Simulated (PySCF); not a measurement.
Bi(H)(Me)2, SMILES [CH3][BiH][CH3], singlet, CAM-B3LYP/def2-SVP optimised geometry.

```
10

Bi    -0.74    -0.85     0.00
H     -0.83    -0.94     1.79
C     -0.89     1.42     0.00
H     -1.91     1.73     0.27
H     -0.66     1.79    -1.01
H     -0.18     1.85     0.72
C      1.53    -0.85     0.00
H      1.90    -1.85     0.27
H      1.91    -0.11     0.72
H      1.88    -0.59    -1.01
```

Density from CAM-B3LYP/def2-TZVP, def2 effective core potentials past Kr in PySCF at that geometry. The core electrons that the potentials of Bi replace are not part of the density.

Minimum of the electron density along straight lines between bonded atoms, close to the bond critical point (lines longer than 1.1 times the sum of covalent radii, or with two minima, are not listed):

| bond | length / Å | ρ at the minimum / e bohr⁻³ | ∇²ρ there / e bohr⁻⁵ | position (fraction from the first atom) |
|---|---|---|---|---|
| Bi1–H2 | 1.799 | 0.110 | ___ | 0.65 |
| Bi1–C3 | 2.274 | 0.097 | 0.07 | 0.53 |
| C3–H4 | 1.098 | 0.271 | -0.90 | 0.64 |
| C3–H5 | 1.098 | 0.271 | -0.90 | 0.64 |
| C3–H6 | 1.097 | 0.272 | -0.91 | 0.64 |
| Bi1–C7 | 2.274 | 0.097 | 0.07 | 0.53 |
| C7–H8 | 1.098 | 0.271 | -0.90 | 0.64 |
| C7–H9 | 1.097 | 0.272 | -0.91 | 0.64 |
| C7–H10 | 1.098 | 0.271 | -0.90 | 0.64 |

### Question
What belongs in the gaps?

### Answer

- Bi1–H2, ∇²ρ there / e bohr⁻⁵: 0.04
